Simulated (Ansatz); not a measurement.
Reaction (formal exchange of groups at a B–C bond): `FCB1N[SiH2]1` + `C#CC[TeH]` → `[TeH]B1N[SiH2]1` + `C#CCCF`

Computed with Ansatz on PBE0-D4/def2-TZVP structures; ΔE is electronic, products minus reactants. CCSD(T)/CBS adds triple-zeta CCSD(T) − MP2 to the extrapolated MP2 energy (def2 sets, frozen cores). Functionals use def2-TZVPP. B3LYP here is the variant with VWN-RPA as its local correlation; programs differ in this. Elements past krypton have def2 core potentials. For Te outer-core shells are correlated without core-valence functions, which leaves a few kJ/mol of doubt a bond. One conformer a species, not always the lowest.

| level | ΔE (eV) |
| --- | --- |
| PBE0-D4 | -0.73 |
| B3LYP-D4 | -0.64 |
| ωB97X-V | -0.71 |
| B2PLYP | -0.70 |
| PBE | -0.67 |
| r2SCAN | -0.73 |
| PBE0 | -0.73 |
| MP2/def2-QZVPP | -0.78 |

Question: What does CCSD(T)/CBS give? (An estimate is asked.)

Answer: The calculation gave: -0.74 eV. The listed levels differ from it by 0.01, 0.10, 0.03, 0.04, 0.07, 0.01, 0.01, -0.04 eV.

Largest T1 diagnostic among the species: 0.013.

From PBE to PBE0 (25 % exact exchange), in def2-TZVPP and without D4, ΔE moves by −0.05 eV.
